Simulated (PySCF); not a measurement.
# Bond length, frequency and bond energy of KAs by level of theory

State: ³Σ⁻ (triplet), unpaired electrons π ↑↑. Set-up: basis K def2-SVP, As def2-SVP; no relativity; PySCF 2.14. De refers to K + As in their high-spin ground configurations, without counterpoise correction. The functionals are run spin-unrestricted. A positive dipole means K(−)As(+). Levels whose curve was spin-contaminated or gave no clean fit are not listed.

```
      Level  Re (Å)  ωe (cm⁻¹)  De (eV)   μ (D)
        UHF   3.243        139    0.157  -10.24
   UHF-CCSD   3.225        145     0.64     n/a
UHF-CCSD(T)   3.226        149     0.68     n/a
        PBE   3.168        154     1.24   -7.53
     r²SCAN   3.170        157     1.23   -8.82
      B3LYP   3.167        158     1.21   -8.10
       PBE0   3.147        161     1.15   -8.73
      B97-3   3.164        164     1.27   -9.28
    LC-ωPBE   3.108        174     1.15  -10.49
     B2PLYP   3.170        160     1.04   -9.06
```

(1) Which functional lies closest to UHF-CCSD(T) in De, which farthest, and by how much do they differ from it?

(2) What does the step from GGA to meta-GGA do here, going from PBE to r²SCAN?

(3) What does the triples do here, going from UHF-CCSD to UHF-CCSD(T)?

Correlated steps freeze 14 core orbitals. Correlated levels converge slowly with the basis: in double zeta they bind strong bonds too weakly, by up to about 1 eV, and carry superposition errors of some tenths. Spin–orbit coupling is left out. B2PLYP dipoles, levels and charges come from its SCF part alone. The state was picked by a PBE0 search and need not be the measured ground state.

## Answers

(1) Closest is B2PLYP (-5.6 pm in Re, +7.4 % in ωe, +0.36 eV in De against UHF-CCSD(T) in the same basis), farthest B97-3 (-6.2 pm in Re, +10.1 % in ωe, +0.59 eV in De). CCSD(T) converges more slowly with the basis than the functionals do and binds too weakly in this one, so the order can change at the basis-set limit.

(2) r²SCAN less PBE: +0.2 pm in Re, +1.9 % in ωe, -0.01 eV in De. 

(3) UHF-CCSD(T) less UHF-CCSD: +0.1 pm in Re, +2.8 % in ωe, +0.04 eV in De. Correlation nearly always deepens the well. The bond length hardly moves.
